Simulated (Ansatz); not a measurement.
Molecule: C6H11N2, net charge 0, doublet state. It need not be the lowest isomer of its formula. 
Geometry from a B3LYP-D3(BJ)/def2-TZVP (Ansatz, a quantum-chemistry and plane-wave program) optimisation:
SMILES: [CH]1CN2CCN1CC2
```xyz
19

C      0.3265     0.2880     1.4998
C      0.0766     1.4800     0.6066
N     -0.0286     0.9856    -0.7853
C     -1.2707     0.2161    -0.8959
C     -1.2934    -0.8777     0.2160
N      0.0202    -0.9465     0.8728
C      1.0492    -1.1824    -0.1643
C      1.0985     0.0871    -1.0786
H      1.2066     0.2625     2.1353
H     -0.8447     2.0285     0.8298
H      0.9000     2.1968     0.6799
H     -2.1191     0.8959    -0.7978
H     -1.3116    -0.2261    -1.8930
H     -2.0357    -0.6528     0.9810
H     -1.5242    -1.8620    -0.1954
H      2.0099    -1.3583     0.3217
H      0.7820    -2.0837    -0.7215
H      1.0515    -0.1852    -2.1345
H      2.0236     0.6440    -0.9198
```
Charge 0, spin multiplicity 2.

Property: atomisation energy (electronic, to ground-state atoms), in eV. Correlated levels leave the core frozen unless marked. UHF or UKS for open shells. Spin-orbit coupling is left out. No relativistic terms. The coupled-cluster limit lacks core correlation, which all-electron functionals hold. CBS(X,Y): correlation extrapolated as X^-3; Hartree-Fock from the larger set. The bracket is a focal-point correction in the basis named.

```csv
level,program,atomisation energy (eV)
HF/6-31G,Ansatz,52.77
PBE-D3(BJ)/def2-TZVPD,Ansatz + dftd3,82.34
B97M-V/def2-TZVPD,Ansatz,79.60
B3LYP-D3(BJ)/def2-TZVPD,Ansatz + dftd3,79.88
PBE0/def2-SVP,Ansatz,81.40
PBE0-D3(BJ)/def2-TZVP,Ansatz + dftd3,80.79
PBE0-D4/def2-TZVPD,Ansatz + dftd4,80.81
PBE0/def2-QZVPP,Ansatz,80.43
wB97X-V/def2-TZVPD,Ansatz,80.09
B2GP-PLYP-D4/def2-TZVPD,Ansatz + dftd4,78.66
B2GP-PLYP/def2-TZVPD,Ansatz,78.43
B2PLYP-D3(BJ)/def2-TZVPD,Ansatz + dftd3,79.01
B2PLYP-D4/def2-TZVPD,Ansatz + dftd4,78.98
B2PLYP/def2-TZVPD,Ansatz,78.59
SCS-MP2/STO-3G,Ansatz,78.41
SCS-MP2/6-31G*,Ansatz,72.93
CCSD/6-31G*,Ansatz,71.74
CCSD/cc-pVTZ,Ansatz,76.10
CCSD(T)/6-31G,Ansatz,67.39
CCSD(T)/cc-pVTZ,Ansatz,77.43
"RI-MP2/CBS(cc-pVTZ,cc-pVQZ)+[CCSD(T)-MP2]/cc-pVTZ",Ansatz,79.57
```
